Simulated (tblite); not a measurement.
C2H5I, charge +1, doublet, at a GFN2-xTB geometry (a state made from the parent by changing its charge; the spin is typed, not shown lowest); tblite with GFN1-xTB with ALPB(water).

Input for tblite:
```
$ tblite run mol.xyz --method gfn1 --charge 1 --spin 1 --alpb water --json tblite.json --no-restart

# file mol.xyz
8

C     -2.47872317    -0.30698683    -0.18935188
C     -1.15697557    -0.96081758    -0.39560285
I      0.61070332     0.21044122     0.09731135
H     -2.64557368    -0.00101957     0.84919800
H     -3.26426753    -1.00780463    -0.47616182
H     -2.59703766     0.61002780    -0.77682678
H     -1.04755767    -1.88176413     0.19730031
H     -0.99864680    -1.26599750    -1.44128263
```

### Question
What does tblite print? Leave out banner, timings and long lists.

### Answer

```
xTB calculator
 | screened Coulomb repulsion
 | Coulomb electrostatics
 |  * isotropic Klopman-Ohno-Mataga-Nishimoto electrostatics
 |  * onsite third-order electrostatics
 | DFT-D3(BJ) dispersion correction
 | Interactions (3)
 | [1] alpb/gbsa reaction field model
 | [2] cds contribution to solvation
 | [3] empirical free energy shift and standard state/solvent correction

halogen bonding energy    0.0000000000000E+00 Eh
repulsion energy          1.0085981948574E-01 Eh
dispersion energy        -2.2650264068031E-03 Eh
interaction energy       -2.1607584303993E-04 Eh
number of electrons       1.9000000000000E+01 e
integral cutoff           2.3808421393427E+01 bohr

------------------------------------------------------------
  cycle        total energy    energy error   density error
------------------------------------------------------------
      1     -10.25952158147  -1.0357900E+01   5.8273473E-01
      2     -10.25300708747   6.5144940E-03   3.0208993E-01
      3     -10.30718086419  -5.4173777E-02   2.9797993E-01
      4     -10.37951712841  -7.2336264E-02   1.9079601E-02
      5     -10.38016744055  -6.5031214E-04   6.5185609E-03
      6     -10.38009480234   7.2638210E-05   7.9687692E-03
      7     -10.38013786678  -4.3064442E-05   6.7311248E-03
      8     -10.38023937045  -1.0150366E-04   1.1615791E-03
      9     -10.38024031722  -9.4677673E-07   9.7700593E-04
     10     -10.38024259086  -2.2736320E-06   2.5733045E-05
     11     -10.38024259191  -1.0528449E-09   7.4265434E-06
------------------------------------------------------------

electronic energy        -1.0478621309144E+01 Eh
total energy             -1.0380242591908E+01 Eh

Post processing:
 | Mayer-Wiberg bond orders

[Info] JSON dump of results written to 'tblite.json'
```
